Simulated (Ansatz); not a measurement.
Reaction (formal hydrolysis of a Zr–O bond): `C[O][Zr]([CH3])([NH2])[OH]` + H₂O → `[CH3][Zr]([NH2])([OH])[OH]` + CH₃OH

Gas-phase electronic energies from Ansatz, PBE0-D4/def2-TZVP geometries. CBS: MP2 limit from def2 TZ/QZ plus the TZ coupled-cluster correction, frozen cores. This one scheme is used for every species. DFT in def2-TZVPP. HSE06 is defined as in plane-wave codes. def2 core potentials past Kr. For Zr outer-core shells are correlated without core-valence functions, which leaves a few kJ/mol of doubt a bond. One conformer a species, not always the lowest.

```json
{"level": "r2SCAN0-D4", "ΔE (kJ/mol)": "9.1"}
{"level": "HSE06-D4", "ΔE (kJ/mol)": "10.3"}
{"level": "CCSD(T)/def2-SVP", "ΔE (kJ/mol)": "11.3"}
{"level": "MP2/def2-QZVPP", "ΔE (kJ/mol)": "14.2"}
```

(1) What does CCSD(T)/CBS give? (An estimate is asked.)

Largest T1 diagnostic among the species: 0.016.

Results:

(1) Computed: +12.3 kJ/mol. The listed levels differ from it by -3.2, -2.0, -1.0, 1.9 kJ/mol.

The D4 term adds +3.8 kJ/mol with B3LYP and +2.4 kJ/mol with PBE0; it sums over pairs of atoms, weighted by their polarisabilities, and B3LYP, whose exchange is more repulsive, gets the larger term. In def2-TZVPP, CCSD(T) changes the Hartree–Fock value by +8.5 kJ/mol (the triples alone add +1.8 kJ/mol) and MP2 by +9.8 kJ/mol.

B3LYP here is the variant with VWN-RPA as its local correlation; programs differ in this.
